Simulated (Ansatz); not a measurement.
CH₅FNOSTa, SMILES `C[O][Ta]([NH2])([F])=[S]` at its PBE0-D4/def2-TZVP geometry, where that method's forces vanish. The species carries charge 0 and has multiplicity 1. Ta takes the def2 core potential.

```tsv
atom	x (Å)	y (Å)	z (Å)
C1	-0.605	-1.546	-1.344
O2	0.207	-0.610	-0.686
Ta3	0.632	0.279	0.898
N4	0.207	2.187	0.699
F5	2.470	0.041	1.229
S6	-0.585	-0.453	2.534
H7	-1.259	-2.053	-0.631
H8	-1.215	-1.034	-2.093
H9	0.027	-2.283	-1.845
H10	-0.378	2.719	1.324
H11	0.501	2.753	-0.085
```

(1) For each bond, give half the difference of the two atoms' forces along it (eV/Å; positive pushes the atoms apart) under PBE-D4, r2SCAN-D4, B3LYP-D4, ωB97M-V in def2-TZVPP. (Best estimate.)

Answers

(1) Ansatz gave: 
```json
{"bond": "C1–O2", "length (Å)": "1.403", "PBE-D4": "0.11", "r2SCAN-D4": "0.21", "B3LYP-D4": "0.20", "ωB97M-V": "0.36"}
{"bond": "C1–H7", "length (Å)": "1.093", "PBE-D4": "0.09", "r2SCAN-D4": "-0.06", "B3LYP-D4": "-0.08", "ωB97M-V": "-0.10"}
{"bond": "C1–H8", "length (Å)": "1.093", "PBE-D4": "0.09", "r2SCAN-D4": "-0.06", "B3LYP-D4": "-0.09", "ωB97M-V": "-0.13"}
{"bond": "C1–H9", "length (Å)": "1.092", "PBE-D4": "0.09", "r2SCAN-D4": "-0.06", "B3LYP-D4": "-0.10", "ωB97M-V": "-0.13"}
{"bond": "O2–Ta3", "length (Å)": "1.866", "PBE-D4": "0.08", "r2SCAN-D4": "0.00", "B3LYP-D4": "0.04", "ωB97M-V": "-0.08"}
{"bond": "Ta3–N4", "length (Å)": "1.964", "PBE-D4": "-0.08", "r2SCAN-D4": "0.02", "B3LYP-D4": "0.11", "ωB97M-V": "0.08"}
{"bond": "Ta3–F5", "length (Å)": "1.884", "PBE-D4": "0.16", "r2SCAN-D4": "-0.03", "B3LYP-D4": "0.11", "ωB97M-V": "0.04"}
{"bond": "Ta3–S6", "length (Å)": "2.166", "PBE-D4": "0.34", "r2SCAN-D4": "0.23", "B3LYP-D4": "0.24", "ωB97M-V": "-0.18"}
{"bond": "N4–H10", "length (Å)": "1.009", "PBE-D4": "0.18", "r2SCAN-D4": "-0.01", "B3LYP-D4": "-0.07", "ωB97M-V": "-0.02"}
{"bond": "N4–H11", "length (Å)": "1.011", "PBE-D4": "0.20", "r2SCAN-D4": "-0.01", "B3LYP-D4": "-0.06", "ωB97M-V": "-0.05"}
```

B3LYP here is the variant with VWN-RPA as its local correlation; programs differ in this.
